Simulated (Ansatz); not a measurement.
This geometry of Cl$_{4}$H$_{2}$SZr (8 atoms, charge 0, multiplicity 1) is a first-order saddle point.

Theory: RHF/def2-SVP in Ansatz.

```xyz
8
Properties=species:S:1:pos:R:3
Zr -0.460 0.072 -0.205
Cl -0.200 0.552 2.489
Cl 1.804 -0.606 -0.071
Cl -0.605 2.261 -1.009
Cl -1.115 -1.380 -1.942
S -2.801 -0.289 1.034
H -2.797 -1.625 1.094
H -1.586 0.142 2.229
```

Problem. Which two structures does it join? (They come from a converged band through this point; their orientation in space is the band's.)

Solution. Bonds broken: Zr1–Cl2, S6–H8. Bonds formed: Cl2–H8.

Image 0:

```xyz
8
Properties=species:S:1:pos:R:3
Zr 0.024 -0.026 -0.040
Cl 0.330 -0.456 2.274
Cl 2.260 0.081 -0.769
Cl -0.711 2.163 -0.589
Cl -0.757 -1.860 -1.331
S -2.948 -0.145 0.768
H -2.988 -1.282 1.467
H -2.968 0.652 1.840
```

Image 10:

```xyz
8
Properties=species:S:1:pos:R:3
Zr -0.650 -0.154 -0.378
Cl -0.620 1.585 2.456
Cl 1.411 -0.878 0.529
Cl -0.653 2.099 -1.089
Cl -0.921 -1.429 -2.334
S -2.603 -0.860 0.957
H -2.947 -1.885 0.169
H -0.776 0.650 3.310
```

Problem. How far does it lie above each of them?

Solution. 1.69 eV above the first and 0.69 eV above the second. This is the barrier of this one path; another mechanism may lie lower. The orbitals stay closed-shell, which can raise the energy where a bond breaks towards radicals; this wasn't checked here.

Run time: 12 min on 2 threads of Intel(R) Xeon(R) 6975P-C (Granite Rapids) (shared host), peak memory 0.42 GiB.
